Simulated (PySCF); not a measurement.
# Pd: ionisation energy

Pd [Kr] 4d10 (1S) → Pd⁺ [Kr] 4d9 (2D), as a difference of total energies. Calculation: PySCF 2.14, in aug-cc-pwCVTZ-PP with ECP28MDF; a scalar-relativistic core potential. Correlated levels: valence: 4s2 4p6 frozen. The calculations carry no spin-orbit coupling.

| method | ionisation energy (eV) | error (eV) |
| --- | --- | --- |
| UHF | 6.228 | -2.284 |
| MP2 (valence) | 8.690 | +0.178 |
| SCS-MP2 (valence) | 8.450 | -0.062 |
| CCSD (valence) | 8.073 | -0.439 |
| CCSD(T) (valence) | 8.311 | -0.201 |

Reference: 8.512 eV (measured; NIST levels, between the centres of gravity of the two terms).

Errors of the correlated levels include the incompleteness of this basis and the frozen core.
